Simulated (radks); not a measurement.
The numbers below are computed, except where a source is named.
Initial-state core-level shifts of neutral technetium when its valence configuration changes from [Kr] 4d5 5s2. Level of theory: Dirac Kohn-Sham, LDA (Slater exchange, Perdew-Wang correlation), spin-unpolarised, spherical densities, point nucleus; open shells are shared between the two j in proportion to 2j + 1 (a radial shooting solver on a logarithmic mesh with Libxc functionals). Shifts are changes of the shell-averaged eigenvalues in eV (positive: less bound).

valence               1s       3s       3p      4s
4d4 5s2 5p1       -5.107   -5.258   -5.257  -4.850
4d5 5s1.5 5p0.5   -0.754   -0.743   -0.743  -0.751
4d6 5s1           +3.074   +3.230   +3.230  +2.983
4d3 5s2 5p2      -10.550  -10.866  -10.864  -9.830
4d6.5 5s0.5       +4.364   +4.591   +4.591  +4.269
4d5.5 5s1.5       +1.616   +1.696   +1.696  +1.555
4d7               +5.479   +5.773   +5.774  +5.399
4d5 5s1 5p1       -1.461   -1.439   -1.439  -1.455
4d4.5 5s2 5p0.5   -2.512   -2.585   -2.585  -2.408
